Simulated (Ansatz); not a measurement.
`[SiH3][O][Hf]([Cl])([Cl])[Cl]` → `[OH][Hf]([Cl])([Cl])[Cl]` + `[SiH2]`  (silylene loss)

Gas-phase electronic energies from Ansatz, PBE0-D4/def2-TZVP geometries. CBS: MP2 limit from def2 TZ/QZ plus the TZ coupled-cluster correction, frozen cores. This one scheme is used for every species. Functionals use def2-TZVPP. Elements past krypton have def2 core potentials. For Hf outer-core shells are correlated without core-valence functions, which leaves a few kJ/mol of doubt a bond. Each species was taken in one conformer, which may not be the lowest.

Q: Is it downhill or uphill in electronic energy at CCSD(T)/CBS, and by how much? (Estimate.)

A: Computed: Uphill: ΔE = +347.5 kJ/mol.

Q: What do these levels give: BLYP-D4, ωB97X-V, CAM-B3LYP, CCSD/def2-SVP, SCS-MP2/def2-TZVPP, CCSD(T)/def2-TZVPP? (Estimate.)

A: The calculation gave: BLYP-D4 331.0, ωB97X-V 354.1, CAM-B3LYP 345.4, CCSD/def2-SVP 326.4, SCS-MP2/def2-TZVPP 357.5, CCSD(T)/def2-TZVPP 344.2 kJ/mol.

Largest T1 diagnostic among the species: 0.014.

Leaving LDA and LC-ωPBE aside and taking each functional with its dispersion term where it has one, the values, not all of them listed here, spread over 35.3 kJ/mol, from BLYP-D4 to r2SCAN0-D4. LDA lies +28.6 kJ/mol from PBE without D4. The D4 term adds +11.5 kJ/mol with B3LYP and +6.6 kJ/mol with PBE0; it sums over pairs of atoms, weighted by their polarisabilities, and B3LYP, whose exchange is more repulsive, gets the larger term. From PBE to PBE0 (25 % exact exchange), in def2-TZVPP and without D4, ΔE moves by +12.9 kJ/mol.

B3LYP here is the variant with VWN-RPA as its local correlation; programs differ in this.
